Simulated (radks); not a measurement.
Results of a calculation; reference values are marked as such.
Trend from Li+ to Ne+: ionisation energy by Delta-SCF between NIST ground configurations, and size. Level of theory: scalar-relativistic Kohn-Sham, PBEsol, spin-polarised, spherical densities, finite nucleus; open shells are filled with parallel spins first; Fermi nuclear charge, rms radius of each element as measured or else 0.836 A^(1/3) + 0.57 fm (a radial shooting solver on a logarithmic mesh with Libxc functionals).

Li+: configuration [He]; configuration of the ion 1s1; IE (eV) 74.742; NIST (eV) 75.640; kind theory; -e(HOMO) (eV) 59.844 (1s); outermost 1s; <r> outermost (bohr) 0.581; r at 0.001 e/bohr^3 (bohr) 1.86
Be+: configuration [He] 2s1; configuration of the ion [He]; IE (eV) 18.289; NIST (eV) 18.211; kind exp.; -e(HOMO) (eV) 14.343 (2s); outermost 2s; <r> outermost (bohr) 2.26; r at 0.001 e/bohr^3 (bohr) 3.43
B+: configuration [He] 2s2; configuration of the ion [He] 2s1; IE (eV) 24.421; NIST (eV) 25.155; kind exp.; -e(HOMO) (eV) 19.378 (2s); outermost 2s; <r> outermost (bohr) 1.78; r at 0.001 e/bohr^3 (bohr) 3.33
C+: configuration [He] 2s2 2p1; configuration of the ion [He] 2s2; IE (eV) 24.461; NIST (eV) 24.383; kind exp.; -e(HOMO) (eV) 17.647 (2p); outermost 2p; <r> outermost (bohr) 1.49; r at 0.001 e/bohr^3 (bohr) 3.17
N+: configuration [He] 2s2 2p2; configuration of the ion [He] 2s2 2p1; IE (eV) 29.986; NIST (eV) 29.601; kind semi-emp.; -e(HOMO) (eV) 21.960 (2p); outermost 2s; <r> outermost (bohr) 1.27; r at 0.001 e/bohr^3 (bohr) 3.00
O+: configuration [He] 2s2 2p3; configuration of the ion [He] 2s2 2p2; IE (eV) 35.406; NIST (eV) 35.121; kind exp.; -e(HOMO) (eV) 26.289 (2p); outermost 2s; <r> outermost (bohr) 1.11; r at 0.001 e/bohr^3 (bohr) 2.84
F+: configuration [He] 2s2 2p4; configuration of the ion [He] 2s2 2p3; IE (eV) 34.755; NIST (eV) 34.971; kind exp.; -e(HOMO) (eV) 25.840 (2p); outermost 2p; <r> outermost (bohr) 1.01; r at 0.001 e/bohr^3 (bohr) 2.74
Ne+: configuration [He] 2s2 2p5; configuration of the ion [He] 2s2 2p4; IE (eV) 41.243; NIST (eV) 40.963; kind exp.; -e(HOMO) (eV) 31.081 (2p); outermost 2p; <r> outermost (bohr) 0.893; r at 0.001 e/bohr^3 (bohr) 2.63

Reference values: NIST Atomic Spectra Database (exp. = measured, semi-emp. = semi-empirical, theory = theoretical value adopted there). Open shells are spherical and high-spin; term and fine-structure splittings are not resolved.
